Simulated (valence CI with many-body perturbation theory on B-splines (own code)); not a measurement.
**Which ion has this spectrum?**

A relativistic CI+MBPT calculation for an atom or ion with 22 electrons gives these levels (cm⁻¹):

| J | Parity | E | g |
| --- | --- | --- | --- |
| 0 | even | 0 |  |
| 1 | even | 447240 | 1.49 |
| 4 | even | 540583 | 1.06 |
| 2 | even | 562379 | 1.20 |
| 3 | even | 589506 | 1.12 |
| 0 | even | 962211 |  |
| 2 | even | 968631 | 1.26 |
| 4 | even | 984432 | 1.14 |
| 3 | even | 1000202 | 1.17 |
| 5 | even | 1029602 | 1.08 |
| 6 | even | 1051891 | 1.07 |
| 1 | even | 1068178 | 1.08 |
| 3 | even | 1094333 | 1.07 |
| 4 | even | 1096387 | 1.03 |

The energies are calculated, and their last digits are not significant.

Which is it?
A. W52+
B. Ta51+
C. Hf50+
D. Re53+

C. Hf50+, ground level (3d3/2^4) J=0.
